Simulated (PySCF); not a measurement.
SMILES CC=C=C=C=C(C)OC, C$_{8}$H$_{10}$O

Molfile (atoms numbered from 1):
```
C8H10O
     RDKit          3D

 19 18  0  0  0  0  0  0  0  0999 V2000
    4.0449   -0.0609   -1.3066 C   0  0  0  0  0  0  0  0  0  0  0  0
    3.2181   -1.3085   -1.2663 C   0  0  0  0  0  0  0  0  0  0  0  0
    1.8997   -1.3559   -1.2524 C   0  0  0  0  0  0  0  0  0  0  0  0
    0.6156   -1.3971   -1.2377 C   0  0  0  0  0  0  0  0  0  0  0  0
   -0.6633   -1.4374   -1.2196 C   0  0  0  0  0  0  0  0  0  0  0  0
   -1.9908   -1.5024   -1.2572 C   0  0  0  0  0  0  0  0  0  0  0  0
   -2.7443   -1.5570   -2.5513 C   0  0  0  0  0  0  0  0  0  0  0  0
   -2.6748   -1.5826   -0.0879 O   0  0  0  0  0  0  0  0  0  0  0  0
   -4.0164   -1.1744   -0.0521 C   0  0  0  0  0  0  0  0  0  0  0  0
    4.6922    0.0071   -0.4158 H   0  0  0  0  0  0  0  0  0  0  0  0
    3.4161    0.8385   -1.3496 H   0  0  0  0  0  0  0  0  0  0  0  0
    4.7138   -0.0645   -2.1836 H   0  0  0  0  0  0  0  0  0  0  0  0
    3.7684   -2.2611   -1.2435 H   0  0  0  0  0  0  0  0  0  0  0  0
   -2.0395   -1.5641   -3.3910 H   0  0  0  0  0  0  0  0  0  0  0  0
   -3.4153   -0.6913   -2.6742 H   0  0  0  0  0  0  0  0  0  0  0  0
   -3.3624   -2.4689   -2.6072 H   0  0  0  0  0  0  0  0  0  0  0  0
   -4.3563   -1.3194    0.9815 H   0  0  0  0  0  0  0  0  0  0  0  0
   -4.1310   -0.1067   -0.3112 H   0  0  0  0  0  0  0  0  0  0  0  0
   -4.6621   -1.7732   -0.7167 H   0  0  0  0  0  0  0  0  0  0  0  0
  1  2  1  0
  2  3  2  0
  3  4  2  0
  4  5  2  0
  5  6  2  0
  6  7  1  0
  6  8  1  0
  8  9  1  0
  1 10  1  0
  1 11  1  0
  1 12  1  0
  2 13  1  0
  7 14  1  0
  7 15  1  0
  7 16  1  0
  9 17  1  0
  9 18  1  0
  9 19  1  0
M  END
```

Method used: PySCF, TDDFT CAM-B3LYP/aug-cc-pVDZ circular dichroism and optical rotation, one conformer, IEF-PCM cyclohexane (non-equilibrium linear response, no local-field factor). Geometry: PBE0-D3(BJ)/def2-SVP.

No stereocentre is labelled: unless the shape is locked (an allene, a helicene, a hindered biaryl), the mirror image is equally populated and a measured rotation or CD is zero.

**Question.** Draw the ECD and absorption spectra from the lowest 12 states, each a Gaussian of half-width 0.2 eV at 1/e height.

**Answer.** 
```tsv
E (eV)	λ (nm)	Δε (L mol⁻¹ cm⁻¹)	ε (L mol⁻¹ cm⁻¹)
2.71	457	-0.01	0.0719
2.81	441	-0.11	0.682
2.91	426	-0.63	3.93
3.01	412	-2.19	13.7
3.11	398	-4.64	29
3.21	386	-5.96	37.3
3.31	374	-4.64	29
3.41	363	-2.19	13.7
3.51	353	-0.63	3.93
3.61	343	-0.11	0.683
3.71	334	-0.01	0.0799
3.81	325	-0.02	0.119
3.91	317	-0.14	1.03
4.01	309	-0.72	6.48
4.11	302	-2.30	39.7
4.21	294	-4.33	281
4.31	288	-4.44	1650
4.41	281	-0.69	6350
4.51	275	+5.57	15100
4.61	269	+10.04	21800
4.71	263	+9.89	19700
4.81	258	+8.56	13400
4.91	252	+11.29	14300
5.01	247	+17.93	33600
5.11	243	+26.72	85000
5.21	238	+36.55	158000
5.31	233	+39.21	188000
5.41	229	+28.75	139000
5.51	225	+14.63	62600
5.61	221	+6.66	17600
5.71	217	+3.84	3510
5.81	213	+2.86	1050
5.91	210	+2.77	897
6.01	206	+2.43	1010
6.11	203	+0.52	1440
```
Δε uses R in velocity form, ε uses f in length form. Only the states computed contribute, so the short-wavelength end is incomplete.
